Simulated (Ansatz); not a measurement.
Isolated molecules relaxed with PBE0-D4/def2-TZVP in Ansatz; ΔE leaves out vibrations. CBS: MP2 limit from def2 TZ/QZ plus the TZ coupled-cluster correction, frozen cores. DFT in def2-TZVPP. Open shells (•) are unrestricted, without spin–orbit coupling. Spin–orbit coupling would lower the free atoms: clearly for Br. For Br outer-core shells are correlated without core-valence functions, so the limit isn't a true one: a few kJ/mol of doubt a bond, and 10 to 20 or more in all where bonds break to atoms. Scalar relativity is left out up to krypton.

Consider the homolysis of the B–Br bond: `BrBBr` → `[BH]Br`• + Br•.

`BrBBr`:

```xyz
4

Br   -1.754    0.279    0.377
B     0.105    0.103    0.077
Br    0.795   -1.221   -1.083
H     0.854    0.839    0.629
```

`[BH]Br`•:

Z-matrix (Å, degrees):
```
B
Br 1 1.868
H 1 1.193 2 123.6
```

```tsv
level	ΔE (kJ/mol)	difference from CCSD(T)/CBS
LDA (SPW92)	520.4	58.0
revPBE-D4	442.3	-20.1
r2SCAN-D4	444.6	-17.8
B97M-V	450.1	-12.3
PBE0-D4	450.0	-12.4
CAM-B3LYP-D4	437.4	-25.0
ωB97X-V	451.4	-11.0
PBE-QIDH	454.5	-7.9
revPBE	429.0	-33.4
BLYP	423.9	-38.5
r2SCAN0	435.7	-26.7
CAM-B3LYP	432.5	-29.9
LC-ωPBE	433.5	-28.9
CCSD/def2-SVP	422.8	-39.6
CCSD(T)/def2-SVP	431.4	-31.0
MP2/CBS(def2)	484.2	21.8
CCSD(T)/CBS	462.4	0
```

Largest T1 diagnostic among the species: 0.013.

From PBE to PBE0 (25 % exact exchange), in def2-TZVPP and without D4, ΔE moves by −6.7 kJ/mol: exact exchange takes away binding that semilocal exchange gives to molecules. In def2-TZVPP, CCSD(T) changes the Hartree–Fock value by +123.2 kJ/mol (the triples alone add +12.1 kJ/mol) and MP2 by +145.1 kJ/mol; breaking electron pairs costs correlation energy, which Hartree–Fock lacks.

CCSD(T)/CBS has its own doubt, a few kJ/mol and more with outer-core shells, so smaller differences from it don't rank the levels.
